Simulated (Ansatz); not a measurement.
```yaml
crystal:
  periodic: [false, false, false]
  atoms:
    - {symbol: O, position_ang: [-1.283889, 0.815299, 1.087584]}
    - {symbol: C, position_ang: [0.033816, 0.585880, 1.171277]}
    - {symbol: F, position_ang: [0.530383, 1.033361, 2.239554]}
    - {symbol: C, position_ang: [0.693161, -0.046460, 0.258292]}
    - {symbol: Ge, position_ang: [0.082950, -0.774948, -1.381085]}
    - {symbol: H, position_ang: [-1.509585, 1.341787, 1.914848]}
    - {symbol: H, position_ang: [1.873653, -0.184981, 0.413249]}
    - {symbol: H, position_ang: [-1.053317, -1.831466, -1.119350]}
    - {symbol: H, position_ang: [-0.526733, 0.382667, -2.271029]}
    - {symbol: H, position_ang: [1.139326, -1.424170, -2.226671]}
basis:
  gaussian: {orbitals: STO-3G, final_grid: {core_spheres: 20, valence_spheres: 16, degree: 47}}
total_charge: -1
magnetization: {spin_polarized: true, initial_magnetization: 2}
hamiltonian: {xc: {name: wB97X}}
```

```sh
$ ansatz run in.yaml --threads 4 --pin off --events-out ev --progress --plain --max-ram 10444MiB
```

Shortened log:

```
Error: a molecule whose nuclei and cores have a total charge of 66 cannot have a net charge of -1 together with 2 unpaired electrons
```

Question: What is wrong with this run?

Answer: The number of unpaired electrons doesn't fit the electron count. The input was rejected before any iteration.
